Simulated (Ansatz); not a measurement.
A structure relaxed at r2SCAN-D4/def2-SVP in Ansatz, charge 0, doublet:

```xyz
5

K     1.1388   -0.1590    2.7244
K    -1.0585   -1.9127   -1.5290
K    -0.2610    2.0979   -1.6271
S     1.0936   -0.2259   -0.2156
S    -0.9128    0.1997    0.6474
```

(1) Give its formula and point group.

(2) Summarise the bond lengths by kind (pairs closer than 1.2 times the sum of covalent radii, bridged metal pairs left out).

## Answers

(1) the cluster K₃S₂. Point group C2v (tolerance 0.1 Å).

(2) 6 × K–S 2.94 to 3.04 Å; 1 × S–S 2.23 Å.

Another isomer (doublet) lies 0.09 eV lower at PBE0-D4/def2-TZVP; other spin states weren't run for this one.
